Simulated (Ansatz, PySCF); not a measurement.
Gas-phase reaction (SMILES): O[Si]([SiH3])([SiH3])[SiH3] + 3 [SiH4] (SiH4) → O[SiH3] + 3 [SiH3][SiH3]; bond separation energy.

Each molecule is optimised on its own at B3LYP-D3(BJ)/def2-TZVP (Ansatz, a quantum-chemistry and plane-wave program), one conformer each, not searched for the lowest. Valence correlation only, unless marked. Spin-orbit coupling is left out. No relativistic terms. CBS marks a two-point X^-3 extrapolation of the correlation energy; Hartree-Fock from the larger set. The bracket is a focal-point correction in the basis named. Thermal terms are rigid-rotor harmonic-oscillator values from B3LYP-D3(BJ) frequencies (Ansatz or PySCF) at 298.15 K and 1 atm. 1 Eh = 627.5095 kcal/mol.

| species | E, RI-MP2/CBS(cc-pV(T+d)Z,cc-pV(Q+d)Z)+[CCSD(T)-MP2]/cc-pV(T+d)Z (Ansatz) (Eh) | E, B3LYP-D3(BJ)/def2-TZVPD (Ansatz + dftd3) (Eh) | H - E (Eh) |
|---|---|---|---|
| O[Si]([SiH3])([SiH3])[SiH3] | -1237.52012 | -1239.42883 | 0.10221 |
| O[SiH3] | -366.68646 | -367.23056 | 0.04319 |
| [SiH3][SiH3] | -581.73935 | -582.65228 | 0.05489 |
| [SiH4] (SiH4) | -291.46100 | -291.91976 | 0.03520 |

**Question.** Work out ΔE and ΔH at 298.15 K at the first level, then ΔH at the second.

**Answer.** 
1. ΔE = [(-366.68646) + 3×(-581.73935)] - [(-1237.52012) + 3×(-291.46100)] = -0.00139 Eh = -0.9 kcal/mol at RI-MP2/CBS(cc-pV(T+d)Z,cc-pV(Q+d)Z)+[CCSD(T)-MP2]/cc-pV(T+d)Z.
2. The terms H - E add up to 0.00005 Eh, so ΔH = (-0.00139 + (0.00005))×627.5095 = -0.8 kcal/mol.
3. At B3LYP-D3(BJ)/def2-TZVPD the same steps give ΔE = 0.4 and ΔH = 0.5 kcal/mol, a shift of +1.3 from the first level.
4. These values are not checked against measurement here, since the tables used lack a sound gas-phase enthalpy of formation for at least one species.
